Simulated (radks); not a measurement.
Initial-state core-level shifts of the dysprosium ion Dy+ when its valence configuration changes from [Xe] 4f10 6s1. Calculated with a radial shooting solver on a logarithmic mesh with Libxc functionals: Dirac Kohn-Sham, PBEsol, spin-unpolarised, spherical densities, finite nucleus; open shells fill j = l - 1/2 first; Fermi nuclear charge, rms radius 5.2218 fm. Shifts are changes of the shell-averaged eigenvalues in eV (positive: less bound); the change of the density at the nucleus, which sets a Mossbauer isomer shift, is in e/bohr^3, on a base of 7.392e+05.

| valence | 1s | 2s | 4s | 4d | density at nucleus |
|---|---|---|---|---|---|
| 4f9 6s1 6p1 | -9.764 | -10.372 | -10.837 | -10.481 | +44.78 |
| 4f11 | +6.011 | +6.402 | +6.826 | +6.637 | -57.01 |
| 4f9.5 5d0.5 6s1 | -3.024 | -3.261 | -3.519 | -3.345 | +16.24 |
| 4f10 5d1 | +1.669 | +1.737 | +1.712 | +1.744 | -37.72 |
| 4f9.5 6s1 6p0.5 | -4.658 | -4.935 | -5.171 | -5.015 | +20.47 |
| 4f7.5 5d2 6s1 6p0.5 | -19.282 | -20.861 | -22.048 | -20.839 | +103.84 |
| 4f8.5 5d2 6p0.5 | -9.264 | -10.028 | -10.816 | -10.176 | +11.07 |
| 4f9 6s2 | -8.632 | -9.244 | -9.712 | -9.354 | +85.22 |
| 4f10 6s0.5 6p0.5 | -0.588 | -0.581 | -0.578 | -0.582 | -17.31 |
